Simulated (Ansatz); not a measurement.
# Relative stability

The two ends of one reaction step of BH$_{5}$O$_{2}$F$_{2}$, singlet (PBE0-D4/def2-TZVP).

A:

```tsv
atom	x (Å)	y (Å)	z (Å)
B1	-0.2875	0.1325	-0.9695
H2	-0.8602	-0.4126	2.0024
O3	-0.0371	-1.1371	-1.3378
O4	-1.5222	0.6848	-1.0016
H5	1.9975	0.2955	0.6560
F6	0.7700	0.8663	-0.5655
H7	-0.1186	-0.4116	2.0964
F8	2.4329	0.0041	1.4207
H9	-0.8249	-1.6170	-1.6036
H10	-1.5498	1.5950	-0.6976
```

B:

```
10
angstrom
B -1.0392 0.1128 -0.0520
H -1.0491 0.7385 0.9611
O -0.3399 -1.0745 -0.0701
O -1.6980 0.4586 -1.1780
H 1.9868 0.6182 0.5053
F 1.7638 1.4028 0.0416
H 1.0208 -1.1153 0.7212
F 1.8730 -0.9349 1.1206
H -0.3653 -1.5071 -0.9311
H -2.1529 1.3009 -1.1186
```

Computed with Ansatz 0.2.0 (basis: def2-TZVPP); correlated methods freeze the cores. B3LYP uses VWN-RPA correlation.

(1) Which structure is lower at CCSD(T), and by how much? (Judge from chemistry; the value comes from the calculation.)

T1 diagnostic: at most 0.012.

## Answers

(1) The calculation gives: A, by 16.81 kcal/mol (electronic energy, against the other). By their contacts, A is a complex of BH₂O₂F ([OH][B]([OH])[F]) + HF + H₂ and B is a complex of BH₃O₂ ([OH][BH][OH]) + HF + HF.

All methods give the same order:

```csv
method,E(B) − E(A) (kcal/mol)
SPW92,10.22
PBE-D4,14.34
BLYP-D4,15.92
r2SCAN-D4,17.23
B97M-V,19.13
PBE0-D4,15.27
B3LYP-D4,16.32
r2SCAN0-D4,17.29
BHLYP-D4,17.33
CAM-B3LYP-D4,15.79
wB97X-V,16.32
wB97M-V,16.71
B2PLYP,16.54
PBE-QIDH,16.17
RPA on PBE,17.03
HF,21.66
MP2,16.64
CCSD,17.30
CCSD(T),16.81
```

Labels in which every atom is bracketed show which atoms are joined, not bond orders.

For scale, one of the runs: CCSD(T)/def2-TZVPP, 225 basis functions, launched by `ansatz run in.yaml --threads 4 --pin off --events-out ev --progress --plain --max-ram 9574MiB`. Time: 2.6 min of wall clock on 4 CPU threads of an Intel Xeon; the host was shared. Peak host memory: 4.2 GiB.
